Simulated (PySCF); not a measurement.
Unknown compound

Molecular formula: C₄H₈FNSi₂. Simulated spectra:

1H NMR (600 MHz, computed): δ 5.99 (m, 1H), 5.10 (m, 1H), 4.98 (m, 1H), 4.69 (m, 1H), 1.70 (m, 1H), 1.32 (d, 3H).

13C{1H} NMR (computed): δ 122.8 (C), 88.0 (CH), 15.6 (CH3), 9.8 (CH).

No relativistic terms, single conformer, rapidly exchanging positions averaged, no solvent model. Geometry: GFN2-xTB; σ from GIAO-PBE0/pcSseg-1; PySCF 2.14.0 with density-fitted response routines.

References, each an isolated molecule treated in the same way: TMS for 1H and 13C.

Q: Deduce the structure.

A: 
- Rings plus π bonds: 3 (1 ring in the answer).
- 4 carbon signals for 4 carbons: no two carbons are equivalent.
- Carbon types of the structure: 1 × C, 2 × CH, 1 × CH3, leaving 3 H on heteroatoms.
- δC 122.8: nitrile carbon; this is the usual window of a C≡N carbon, which has no attached hydrogen.
- δC 88.0: sp3 CH bonded to F and 2 Si; pulled downfield by the heteroatom.
- δC 15.6: methyl carbon; a saturated carbon with 1 carbon neighbour and no heteroatom attached.
- δC 9.8: sp3 CH bonded to 2 Si; an electropositive neighbour leaves it electron-rich and shielded.
- δH 5.99: hydrogen on an sp3 CH bonded to F and 2 Si; its carbon carries F, which withdraws density.
- δH 5.10, 4.69: hydrogen on a silicon bonded to 2 C, in a 4-membered ring.
- δH 4.98: hydrogen on a silicon bonded to 3 C, in a 4-membered ring.

The compound is SMILES [SiH2]1[C@@H](C)[Si@H](C#N)[C@@H]1F.

The data come from this structure; uniqueness wasn't tested.

Splittings by 19F in the carbon and heteronuclear signals aren't shown, as no couplings were computed. Shifts are as computed. Against solution values, carbons near 30 ppm lie about +3 ppm off and those near 130 ppm about +5 ppm. Of 1211 compounds with measured shifts, 218 miss one by over three times the rms of a fit or turn the order of signals round; such compounds aren't used in these exercises. No couplings were computed; multiplicities are counted from neighbouring protons, with m where these are inequivalent, close in shift, in a saturated or five-membered ring or joined by F or P, and br s for small geminal =CH2 splittings.
